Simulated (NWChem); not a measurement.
Species: C5H3NS; SMILES C#Cc1nccs1

Computed with NWChem. Pople sets run with spherical d functions. All runs use the structure optimised with PBE-D3(BJ)/def2-SVP. Static field.

```json
[
 {"level": "PBE/6-31G*", "basis functions": "108", "isotropic polarisability (bohr³)": "73.1", "anisotropy (bohr³)": "82.6"},
 {"level": "PBE/def2-SVP", "basis functions": "117", "isotropic polarisability (bohr³)": "74.6", "anisotropy (bohr³)": "82.4"},
 {"level": "PBE/def2-SVPD", "basis functions": "171", "isotropic polarisability (bohr³)": "89.5", "anisotropy (bohr³)": "76.0"}
]
```
